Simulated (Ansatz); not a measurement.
C$_{10}$H$_{9}$N, SMILES `Cc1ccc2ncccc2c1`, relaxed with RKS PBE0-D4/def2-TZVP in Ansatz 0.2.0 from a PBE-D4/def2-SVP geometry. The force threshold is 0.005 eV/Å; the program also tests the step.

Total charge 0; spin multiplicity 1.

Start:

```xyz
20

C    -0.077    3.073    1.069
C    -0.235    1.619    0.706
C    -1.326    0.867    1.245
C    -1.511   -0.469    0.936
C    -0.609   -1.144    0.062
N    -0.824   -2.462   -0.219
C     0.026   -3.069   -1.033
C     1.150   -2.433   -1.633
C     1.382   -1.095   -1.358
C     0.496   -0.399   -0.489
C     0.654    0.975   -0.148
H    -0.954    3.666    0.733
H     0.828    3.515    0.611
H    -0.007    3.207    2.169
H    -2.033    1.373    1.924
H    -2.348   -1.051    1.348
H    -0.170   -4.137   -1.245
H     1.813   -3.003   -2.301
H     2.239   -0.561   -1.799
H     1.505    1.530   -0.577
```

| step | energy (eV) | largest force (eV/Å) | largest move (Å) |
| --- | --- | --- | --- |
| 1 | -11997.2542 | 0.528 | 0.000 |
| 2 | -11997.3725 | 0.171 | 0.043 |
| 3 | -11997.3814 | 0.030 | 0.013 |
| 4 | -11997.3814 | 0.012 | 0.002 |
| 5 | -11997.3815 | 0.002 | 0.009 |
| 6 | -11997.3815 | 0.009 | 0.015 |
| 7 | -11997.3815 | 0.009 | 0.006 |
| 8 | -11997.3815 | 0.003 | 0.003 |

End:

```xyz
20

C    -0.075    3.041    1.058
C    -0.233    1.598    0.695
C    -1.316    0.856    1.226
C    -1.498   -0.462    0.922
C    -0.602   -1.129    0.059
N    -0.815   -2.436   -0.220
C     0.027   -3.034   -1.022
C     1.141   -2.403   -1.612
C     1.368   -1.084   -1.339
C     0.488   -0.397   -0.481
C     0.645    0.964   -0.144
H    -0.953    3.619    0.759
H     0.800    3.479    0.576
H     0.037    3.164    2.139
H    -2.013    1.355    1.892
H    -2.325   -1.032    1.328
H    -0.165   -4.084   -1.230
H     1.795   -2.966   -2.267
H     2.213   -0.558   -1.771
H     1.484    1.510   -0.565
```

It took 26 s on 4 threads of an AMD EPYC 7R13 on a shared host and a share of an NVIDIA H100 80 GB, with 1.1 GiB of host memory at the peak.
